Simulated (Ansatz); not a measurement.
BeCl2 (SMILES [Cl][Be][Cl]) moved off its minimum; all values from Ansatz (a quantum-chemistry and plane-wave program), cores frozen in correlated methods.
(charge 0, multiplicity 1)
```xyz
3

Be     0.00402    -0.01473     0.01058
Cl     0.05005     0.11425    -1.89459
Cl     0.01031     0.05853     1.76912
```

| level | largest force (eV/Å) | on atom | rms difference from CCSD(T)/aug-cc-pV(T+d)Z (eV/Å) | dipole (D) |
|---|---|---|---|---|
| HF/def2-TZVPP | 2.61 | Be1 | 0.039 | 0.82 |
| PBE/def2-TZVPP | 2.47 | Be1 | 0.051 | 0.72 |
| r2SCAN/def2-TZVPP | 2.51 | Be1 | 0.019 | 0.75 |
| B3LYP/def2-TZVPP | 2.46 | Be1 | 0.036 | 0.75 |
| wB97M-V/def2-TZVPP | 2.50 | Be1 | 0.021 | 0.77 |
| MP2/aug-cc-pV(T+d)Z | 2.55 | Be1 | 0.018 | 0.76 |
| CCSD(T)/aug-cc-pV(T+d)Z | 2.55 | Be1 | 0.000 | 0.74 |

The differences count from one level among others, with limits of its own. Forces at CCSD(T)/aug-cc-pV(T+d)Z (eV/Å):

```
atom      Fx      Fy      Fz
----  ------  ------  ------
Be1    0.076   0.229  -2.535
Cl2   -0.058  -0.185   1.600
Cl3   -0.018  -0.044   0.935
```
